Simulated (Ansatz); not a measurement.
Basis-set series for Cl$_{2}$Ge$_{2}$H$_{4}$, SMILES `[Cl][GeH2][GeH2][Cl]`. The species carries charge 0 and has multiplicity 1. The structure was optimised at the PBE0-D4/def2-TZVP level. It is one conformer, not always the lowest.

```xyz
8

Cl   -1.1511    0.1570   -2.3998
Ge   -0.7937   -0.7907   -0.4946
Ge    0.9152    0.5233    0.6233
Cl   -0.0079    2.3953    1.1706
H    -0.3370   -2.2278   -0.7935
H    -2.1222   -0.7825    0.2722
H     2.0910    0.8520   -0.3055
H     1.4058   -0.1266    1.9271
```

```csv
functional,basis,functions,energy (Eh),HOMO (eV),LUMO (eV)
PBE0-D4,def2-TZVPP,236,-5076.10850,-8.12,-0.96
PBE0-D4,def2-QZVPP,438,-5076.22559,-8.14,-1.09
ωB97M-V,def2-TZVPP,236,-5076.63981,-10.16,0.93
ωB97M-V,def2-QZVPP,438,-5076.75365,-10.19,0.63
```

(1) Give the rows for def2-SVP. (An estimate is asked.)

Answers

(1) Ansatz gave: 
```csv
functional,basis,functions,energy (Eh),HOMO (eV),LUMO (eV)
PBE0-D4,def2-SVP,120,-5075.26345,-7.99,-0.77
ωB97M-V,def2-SVP,120,-5075.79906,-9.99,1.19
```

Positive LUMOs are unbound and depend on the basis. Scalar relativity is left out up to krypton.
